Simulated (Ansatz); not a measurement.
Wavefunction ladder for FH₂NOSW, SMILES `[NH2][W](=[O])([F])=[S]`

```xyz
7

N     0.7861    0.2429   -0.8727
W    -0.4765   -0.2435    0.4897
O    -1.9881   -0.3722   -0.2667
F    -0.0199   -1.8722    1.2637
S    -0.4917    1.3007    1.9614
H     0.6020    0.1082   -1.8566
H     1.5882    0.8361   -0.7188
```

Total charge 0; spin multiplicity 1. Correlated methods include outer-core shells of W, which these sets cover unevenly. W: def2 effective core potential. All single points use the PBE0-D4/def2-TZVP geometry. It is one conformer, not always the lowest. Frozen core, restricted reference, the Gaussian-basis code of Ansatz.

| basis | HF (Eh) | MP2 corr. | CCSD corr. | (T) | CCSD(T) total |
| --- | --- | --- | --- | --- | --- |
| def2-SVP | -693.64657 | ? | -1.02520 | -0.05005 | ? |
| def2-TZVPP | -694.11372 | ? | -1.34067 | -0.07702 | ? |
| def2-QZVPP | -694.13655 | -1.52462 | ? | ? | ? |

(1) Fill in the withheld values. (Best estimate.)

## Answers

(1) Ansatz gave: def2-SVP MP2 corr.: -1.06940; def2-SVP CCSD(T) total: -694.72182; def2-TZVPP MP2 corr.: -1.39266; def2-TZVPP CCSD(T) total: -695.53141; def2-QZVPP CCSD corr.: -1.46275; def2-QZVPP (T): -0.08592; def2-QZVPP CCSD(T) total: -695.68522.
